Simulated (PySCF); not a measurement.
**Where the electron goes**

C2H11GeNSi.
Atom-mapped SMILES: `[CH3:1][N:2]([CH3:3])[SiH2:4][GeH3:5]` (hydrogens: H6, H7, H8 on C1; H9, H10, H11 on C3; H12, H13 on Si4; H14, H15, H16 on Ge5)

Cartesian coordinates in Å at the PBE0-D3(BJ)/def2-SVP level; atoms count from 1:
```
atom  x, y, z in Å
C1    -1.8424   -1.0747   -0.6434
N2    -0.5473   -0.4524   -0.5239
C3    -0.3904    0.7258   -1.3376
Si4    0.4670   -0.7725    0.8515
Ge5    2.7420   -0.2900    0.3275
H6    -2.6686   -0.4304   -0.2777
H7    -2.0614   -1.3193   -1.6995
H8    -1.8767   -2.0154   -0.0735
H9    -1.0818    1.5455   -1.0531
H10    0.6342    1.1225   -1.2665
H11   -0.5789    0.4944   -2.4025
H12    0.3213   -2.2239    1.1832
H13    0.1155   -0.0096    2.1026
H14    3.6603   -0.7897    1.4605
H15    3.1646   -0.9871   -0.9805
H16    2.9940    1.2223    0.1587
```

The calculation used TDDFT PBE0/def2-SVPD, vertical, gas phase, core orbitals frozen in the response (PySCF 2.14.0, density-fitted response routines). The PBE0/def2-SVPD calculation is non-relativistic and has no spin–orbit coupling, an omission that weighs most on germanium.

Kohn–Sham orbitals with the atoms that hold most of them (Löwdin shares over 4%, at most four atoms; ? is withheld):

```
orbital  ε (eV)                               atoms
 LUMO+2    0.63    Si4 24%, Ge5 24%, H13 9%, H14 8%
 LUMO+1    0.31   Ge5 38%, Si4 13%, H14 11%, H15 8%
   LUMO    0.11                                   ?
   HOMO   -6.39        N2 52%, Si4 8%, C3 8%, C1 8%
 HOMO-1   -8.14                                   ?
 HOMO-2   -9.19  Ge5 27%, Si4 17%, H16 17%, H15 14%
 HOMO-3   -9.43   Ge5 42%, H14 31%, H15 11%, H16 7%
```

Which atoms hold the LUMO, and with what shares?

Si4 (bonded to Ge, N and 2 H) 26%; Ge5 (bonded to Si and 3 H) 20%; H12 (bonded to Si) 8%; H13 (bonded to Si) 7%. By element: silicon 26%, germanium 20%, hydrogen 15% or more.

Which atoms hold the HOMO-1, and with what shares?

Ge5 (bonded to Si and 3 H) 33%; Si4 (bonded to Ge, N and 2 H) 30%; N2 (bonded to 2 C and Si) 6%; H12 (bonded to Si) 6%.

The HOMO–LUMO gap is 6.50 eV. Where does the response calculation put the lowest singlet, and from which orbitals?

S1 is at 5.20 eV (f = 0.0050), 1.29 eV below the gap, made of HOMO→LUMO (92%). Without the coupling terms of the response equations the lowest excitation would equal the gap.

One configuration dominates each of S1 and S2. Which, and how do the shares of the two leading atoms of either orbital change from the occupied to the empty one?

- S1 (5.20 eV, f 0.0050), HOMO→LUMO (92%): N2 52% → at most 8%, Si4 8% → 26%, Ge5 at most 9% → 20%
- S2 (5.69 eV, f 0.022), HOMO→LUMO+1 (89%): N2 52% → at most 9%, Si4 8% → 13%, Ge5 at most 9% → 38%

One conformer stands for the species.
